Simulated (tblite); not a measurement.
C5H5NO.
Geometry (GFN2-xTB, Å), atoms numbered from 1 in this order:
```xyz
12
C5H5NO angstrom
C     -0.5177    2.3786    0.3430
C     -0.0470    1.2786    0.2363
C      0.4942   -0.0223    0.1080
C      1.9081   -0.2224    0.3595
O      2.4891   -1.2838    0.2826
C     -0.2796   -1.0888   -0.2442
N     -1.5954   -1.0339   -0.5009
H     -0.9109    3.3459    0.4415
H      2.4469    0.7030    0.6403
H      0.1972   -2.0566   -0.3240
H     -2.0678   -0.1475   -0.4337
H     -2.1160   -1.8514   -0.7579
```

Computed geometry: GFN2-xTB, gas phase.

Masses are those of the commonest isotopes; rigid-rotor values at the optimised geometry. The values belong to one conformer with, in the numbering `[CH:1]#[C:2]/[C:3]([CH:4]=[O:5])=[CH:6]\[NH2:7]`, C2–C3–C4–O5 180°.

Task: What are A, B and C (GHz)?

Result: Ia = 143.25, Ib = 219.01, Ic = 362.26 u·Å²; 505379 MHz·u·Å²/I gives 3528, 2308 and 1395 MHz, that is A = 3.5279, B = 2.3076, C = 1.3951 GHz.

Task: What kind of rotor is it?

Result: An asymmetric top: κ = (2 × 2308 − 3528 − 1395)/(3528 − 1395) = -0.14.

Task: Is it planar, by Δ = Ic − Ia − Ib?

Result: Planar: Δ = Ic − Ia − Ib = 0.00 u·Å². For a rigid frame Δ = −2 Σ m c², so it vanishes when all atoms lie in the ab plane; here none is more than 0.01 Å from it.

Task: Estimate the classical rotational partition function at 10 K, 25 K and 50 K.

Result: Point group Cs, symmetry number σ = 1; q = (√π/σ)·√((kT/h)³/(ABC)), k/h = 20836.6 MHz/K: 1580 at 10 K, 6250 at 25 K, 17700 at 50 K.

Its GFN2-xTB frequencies are all real (lowest 117 cm⁻¹). These are rigid-rotor constants of the computed structure; measured ground-state constants (B0) also hold zero-point vibration.

The run took 0.15 s wall on Arm Neoverse V2, one thread, shared host. That covers the optimisation of the geometry.
